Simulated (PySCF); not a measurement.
# Reading the logs of faulty runs: AlClFH2N

Calculated results; nothing here was measured. The program is PySCF 2.14.0, an open-source quantum chemistry code, run on an isolated molecule that a program drew, which may never have been made. The molecule is AlClFH2N (charge 0, singlet), drawn as the SMILES string `[NH2][Al]([F])[Cl]`.

Each row is a Hartree-Fock (HF) and frozen-core CCSD(T) single point in the cc-pV(D+d)Z basis, meant for a local HF minimum. Run 1 is clean. Each other run has one planted mistake out of seven kinds, and not every kind appears here: one electron removed, one electron added, multiplicity raised by two, geometry at a saddle point, minimal basis STO-3G, one bond length entered in bohr, all coordinates scaled. The reference is restricted for singlets and unrestricted otherwise, and also for a bond in bohr. Adding or removing an electron swaps singlet and doublet. Electrons count all cores. HOMO and LUMO are orbital energies over both spins, the gradient is its largest component, and the lowest frequency (negative if imaginary) is given only where the gradient is small. Bond lengths are over the 5 bonds as drawn. T1 is the CCSD diagnostic: over 0.02 (restricted) or 0.045 (unrestricted) a single reference is doubtful.

Geometry of the clean run:
```xyz
6
AlClFH2N, angstrom
N     0.0016    0.4733   -0.9122
Al    0.8950    0.2469    0.5629
F     0.1309    0.4177    2.0096
Cl    2.9295   -0.2401    0.5538
H    -0.9723    0.7062   -0.9597
H     0.3855    0.3884   -1.8340
```

```
run,electrons,basis functions,<S^2>,HOMO (eV),LUMO (eV),gradient (hartree/bohr),lowest frequency (cm^-1),mean bond (Å),longest bond (Å),T1,HF (hartree),CCSD(T) (hartree),mistake
1,48,84,0.000,-11.52,2.69,4.1e-05,183,1.4962,2.092,0.0117,-856.68343,-857.27573,no fault
2,48,84,2.010,-4.28,-1.04,8.6e-02,-,1.4962,2.092,0.0391,-856.48646,-857.05798,multiplicity raised by two
3,48,84,0.902,-8.76,1.22,1.8e-02,-,1.7889,3.109,0.0659,-856.50718,-857.07404,one bond length entered in bohr
4,48,30,0.000,-8.80,9.27,3.5e-02,-,1.4962,2.092,0.0138,-846.70988,-846.82137,minimal basis STO-3G
5,47,84,0.757,-17.57,-7.56,1.0e-01,-,1.4962,2.092,0.0168,-856.34384,-856.89837,?
```

**Which mistake was planted in run 5, and what did it cost?**

It counts 47 electrons, one fewer than the clean run, at the same geometry and basis. So the mistake is: one electron removed. Subtracting run 1 and multiplying by 627.51 kcal/mol a hartree, the energy moved by 213.1 kcal/mol in HF and 236.8 kcal/mol in CCSD(T).

Cautions from the logs. Run 3: T1 is over the limit, so its CCSD(T) energy is less reliable.
